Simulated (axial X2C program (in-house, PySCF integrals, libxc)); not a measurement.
# Correcting the dissociation energy of CaF for spin–orbit coupling

A spin-free CCSD(T) curve (one-electron X2C) was computed with an axial X2C code built on PySCF integrals, basis Ca dyall-cv3z [11s12p6d4f], F dyall-av3z [7s6p3d2f] (cores contracted in-house), for the state M_S = 1/2, Λ = 0 (beyond evenly filled blocks: σα). It gives D0 = 5.380 eV to Ca + F, which in a spin-free picture are the weighted means of the ground terms.

Correlated methods: 9 electrons correlated (number of frozen shells: Ca 3 s, 2 p; F 1 s), 249 virtual spin orbitals or spinors in MP2, 90 natural virtuals in coupled cluster.

Measured levels of the ground terms (NIST Handbook of Basic Atomic Spectroscopic Data), in cm⁻¹: Ca 1S: J = 0 at 0; F 2P: J = 3/2 at 0, J = 1/2 at 404.1.

The molecular state has Λ = 0, so it has no first-order lowering.

Problem. How far does each ground level lie under the (2J+1)-weighted mean of its term?

Solution. Ca: a single level, 0; F: (4 × 0 + 2 × 404.1)/6 = 135 cm⁻¹.

Problem. Correct D0.

Solution. D0 = 5.380 + (0 − 135)/8065.5 = 5.363 eV at CCSD(T) with these spin–orbit terms. The direct two-component run gives 5.363 eV; the difference holds second-order terms in the molecule, scalar two-electron terms, the gap between measured and computed atomic splittings (a 2c atom can miss part of its lowering) and, in coupled cluster, the truncation of each run.

Second-order spin–orbit effects in the molecule, which grow quickly with Z, are left out. Occupations by symmetry block were frozen at the best pattern of an incomplete PBE0 search. De is counted from the lowest determinant-based energies of the atoms at the same level, without counterpoise correction. CCSD and (T) use frozen natural virtuals with an MP2 correction for the truncation; (T) itself is uncorrected, so its De runs slightly low. The outer-core s and p shells of the metal are frozen in the correlated rows, which leaves out core–valence correlation; for alkali and alkaline-earth bonds that tends to lengthen them.
